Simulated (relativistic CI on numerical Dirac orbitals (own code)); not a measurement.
**Ti4+ in a cubic cluster: 3s photoemission with charge transfer**

Computed with a charge-transfer multiplet model of a cubic metal-ligand cluster with up to 2 ligand holes, Slater and spin-orbit integrals from Dirac-Coulomb-Breit ions, Slater integrals scaled by 0.8. The ground state mixes d0 with configurations of k ligand holes L, whose averages lie at kΔ + k(k − 1)U_dd/2; a core hole lowers each added d electron by U_cd. 300 K, Lorentzian 1.4 eV and Gaussian 0.8 eV FWHM.

Atomic integrals in eV (Slater integrals scaled, ζ unscaled), ground: F2dd 6.578, F4dd 4.090, zeta_d 0.013; with the core hole: F2dd 6.578, F4dd 4.090, zeta_d 0.022, G2cd 8.461. Where a configuration has fewer than two d electrons, the dd integrals are those of d2.

Cluster parameters (eV): Δ = 1, U_dd = 5.2, 10Dq = 1.9, 10Dq(ligand) = 0.2, V(eg) = 2.45, V(t2g) = -1.18, final-state hopping factor = 0.9.

```tsv
Case	n_d	d0	d1L	d2L2	S
U_cd = 4.5 eV	0.80	0.34	0.53	0.14	0.00
U_cd = 5.7 eV	0.80	0.34	0.53	0.14	0.00
U_cd = 6.3 eV	0.80	0.34	0.53	0.14	0.00
U_cd = 6.9 eV	0.80	0.34	0.53	0.14	0.00
U_cd = 8.1 eV	0.80	0.34	0.53	0.14	0.00
```

Weights, n_d and S are thermal averages at 300 K. Binding energies count from the first peak over 30 % of the highest in each spectrum, which can be another peak from case to case. The parameters are a model scan and need not match a compound or its usual spin state. Peaks in eV (height, largest 100):
- U_cd = 4.5 eV: 0.0 (100), 5.2 (9), 6.8 (8), 10.7 (7)
- U_cd = 5.7 eV: 0.0 (100), 5.0 (10), 6.6 (10), 11.1 (11)
- U_cd = 6.3 eV: 0.0 (100), 4.9 (11), 6.5 (11), 11.2 (13)
- U_cd = 6.9 eV: 0.0 (100), 4.9 (12), 6.5 (12), 11.4 (15)
- U_cd = 8.1 eV: 0.0 (100), 2.1 (28), 4.6 (14), 6.2 (14), 11.9 (18), 15.0 (8)

Curve for U_cd = 4.5 eV (points under 2 left out, the grid thinned):

(E (eV), Intensity): (-4.0, 3.8), (-3.6, 4.7), (-3.2, 5.9), (-2.9, 7.1), (-2.5, 9.5), (-2.1, 13.2), (-1.8, 17.7), (-1.4, 27.6), (-1.0, 45.7), (-0.6, 73.4), (-0.2, 97.3), (0.1, 98.2), (0.5, 75.8), (0.9, 48.2), (1.2, 33.7), (1.6, 22.6), (2.0, 17.7), (2.4, 16.3), (2.8, 15.6), (3.1, 14.2), (3.5, 11.2), (3.9, 8.8), (4.2, 7.9), (4.6, 7.9), (5.0, 8.4), (5.4, 8.3), (5.8, 7.7), (6.1, 7.6), (6.5, 8.2), (6.9, 8.3), (7.2, 7.5), (7.6, 5.7), (8.0, 4.3), (8.4, 3.5), (8.8, 3.2), (9.1, 3.4), (9.5, 4.1), (9.9, 5.1), (10.2, 6.0), (10.6, 6.8), (11.0, 6.5), (11.4, 5.1), (11.8, 3.6), (12.1, 2.8), (12.5, 2.1)

A d0 ion has no d-d gap: its lowest excitations are ligand-to-metal charge transfer. With the core hole the configuration with one ligand hole lies at Δ − U_cd = -3.5, -4.7, -5.3, -5.9, -7.1 eV from the one without, in the order of the table; where this is negative the screened configuration lies lower, though the effective hopping of about 4.9 eV (from the holes of the mixed ground state) mixes the two strongly wherever it is as large as the gap.

With at most 2 ligand holes the space is cut while the next configuration still counts, so covalency is underestimated, and a final configuration with one more ligand hole, which can lie low, is missing from the spectra.

Without intra-shell correlation the exchange splitting of the 3s hole comes out too large.
